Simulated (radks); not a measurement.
Question: Species: neutral mercury. Configuration: [Hg]. All-electron calculation, Dirac Kohn-Sham, PBE, spin-unpolarised, spherical densities, point nucleus. Program: a radial shooting solver on a logarithmic mesh with Libxc functionals. Some entries of the table are withheld. Estimate them.

| orbital | occ. | eigenvalue (eV) | <r> (bohr) |
|---|---|---|---|
| 1s1/2 | 2 | -83048.21 | 0.01658 |
| 2s1/2 | 2 | -14706.26 | 0.06923 |
| 2p1/2 | 2 | -14107.11 | (1) |
| 2p3/2 | 4 | -12159.03 | (2) |
| 3s1/2 | 2 | -3489.403 | 0.1801 |
| 3p1/2 | 2 | -3220.169 | 0.1704 |
| 3p3/2 | 4 | -2788.653 | 0.1863 |
| 3d3/2 | 4 | -2344.113 | 0.1621 |
| 3d5/2 | 6 | -2251.678 | 0.1670 |
| 4s1/2 | 2 | -767.1878 | 0.3990 |
| 4p1/2 | 2 | -651.8483 | 0.4011 |
| 4p3/2 | 4 | -547.6586 | 0.4353 |
| 4d3/2 | 4 | -359.4834 | 0.4425 |
| 4d5/2 | 6 | -340.0639 | 0.4536 |
| 5s1/2 | 2 | -117.8840 | 0.9023 |
| 4f5/2 | 6 | (3) | 0.4793 |
| 4f7/2 | 8 | (4) | 0.4860 |
| 5p1/2 | 2 | -79.8751 | 0.9722 |
| 5p3/2 | 4 | -61.6080 | 1.069 |
| 5d3/2 | 4 | -10.9950 | 1.460 |
| 5d5/2 | 6 | -9.1603 | 1.530 |
| 6s1/2 | 2 | -6.8292 | 2.697 |

Answer: 
(1) 2p1/2 <r> (bohr): 0.05692
(2) 2p3/2 <r> (bohr): 0.06560
(3) 4f5/2 eigenvalue (eV): -97.9458
(4) 4f7/2 eigenvalue (eV): -93.7534
